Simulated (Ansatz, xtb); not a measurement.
**C6H4O3: 3 structures ranked**

3 gas-phase structures of C6H4O3, from a drawn sample of its isomers (lower ones may exist). Each was relaxed with GFN2-xTB; where two conformers were screened, the lower at r2SCAN-D4/def2-SVP is listed:

A. `O=CC1=CC(O)=CC1=O`, a singlet
B. `O=CC1=CC(=O)CC1=O`, a singlet
C. `O=CC1=CC(=O)C=C1O`, a singlet

Estimate their order in r2SCAN-D4/def2-SVP energy at these geometries, lowest first.

Calculated order at r2SCAN-D4/def2-SVP: B (0.0), C (24.8), A (55.4) kJ/mol.

Energies above the lowest of each column, in kJ/mol; the last columns are at B3LYP-D3(BJ)/def2-SVP geometries:

```json
{"structure": "B", "GFN2-xTB": "0.0", "HF/STO-3G": "0.0", "r2SCAN-D4/def2-SVP": "0.0", "B3LYP-D3(BJ)/def2-SVP": "0.0", "CCSD(T)/def2-SVP + ΔMP2/def2-TZVPP": "0.0"}
{"structure": "C", "GFN2-xTB": "20.9", "HF/STO-3G": "84.4", "r2SCAN-D4/def2-SVP": "24.8", "B3LYP-D3(BJ)/def2-SVP": "29.6", "CCSD(T)/def2-SVP + ΔMP2/def2-TZVPP": "32.5"}
{"structure": "A", "GFN2-xTB": "33.9", "HF/STO-3G": "97.9", "r2SCAN-D4/def2-SVP": "55.4", "B3LYP-D3(BJ)/def2-SVP": "59.3", "CCSD(T)/def2-SVP + ΔMP2/def2-TZVPP": "55.0"}
```

Every level run on B puts it lowest or level with the lowest. Flexible structures stand in one conformer each, not always the lowest. The ΔMP2 step shifts differences by up to 14.4 kJ/mol, which makes them less sure. ΔMP2 is the change of the MP2 energy from the smaller to the larger basis.

Programs: Ansatz 0.2.0, xtb 6.7.1.
